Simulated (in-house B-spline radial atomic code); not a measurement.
## Ionising S7+ with different functionals

Computed with a B-spline radial code for spherical atoms: scalar-relativistic (spin-free X2C) Hamiltonian, Fermi nucleus of rms radius 3.2611 fm, spin-polarised at highest spin, spherical fractional occupations for the functionals, the average over the highest-spin determinants for Hartree-Fock. The ionisation energy is the difference of two self-consistent energies, [He] 2s2 2p5 → [He] 2s2 2p4, without Breit or QED terms; ε is the level of the shell that loses the electron (its least bound occupied spin orbital).

Hybrids are left out here: with spherical fractional occupations of an open shell their exact exchange keeps a self-interaction that integer-occupation calculations don't have.

```
           method          rung  ΔSCF (eV)  -ε(2p) (eV)
     Hartree-Fock  Hartree-Fock     327.27       329.93
         LDA VWN5           LDA     329.28       305.02
         LDA PW92           LDA     329.27       305.01
LDA exchange-only           LDA     326.47       302.38
              PBE           GGA     329.33       305.08
           PBEsol           GGA          ?            ?
             BLYP           GGA     329.43       305.17
             RPBE           GGA     329.19       304.99
             PW91           GGA     329.67       305.40
             BP86           GGA     329.61       305.32
             AM05           GGA     328.82       304.64
             OLYP           GGA     329.50       305.57
             TPSS      meta-GGA     329.57       305.49
             SCAN      meta-GGA     330.06       306.63
           r2SCAN      meta-GGA     329.96       306.50
          revTPSS      meta-GGA          ?            ?
```

Q: What does PBEsol give?

A: ΔSCF 328.95 eV, and -ε(2p) = 304.75 eV.

Q: What does revTPSS give?

A: ΔSCF 329.14 eV, and -ε(2p) = 305.11 eV.

Q: How do they compare with the NIST value?

A: NIST lists 328.79 eV ± 0.007 (measured, ground level to ground level). Errors run from -2.32 to +1.26 eV; AM05 is closest (+0.02 eV), but part of that can be cancellation, since the calculations leave out spin-orbit coupling, Breit-QED terms, multiplet and fine-structure energies. Hartree-Fock also lacks correlation.
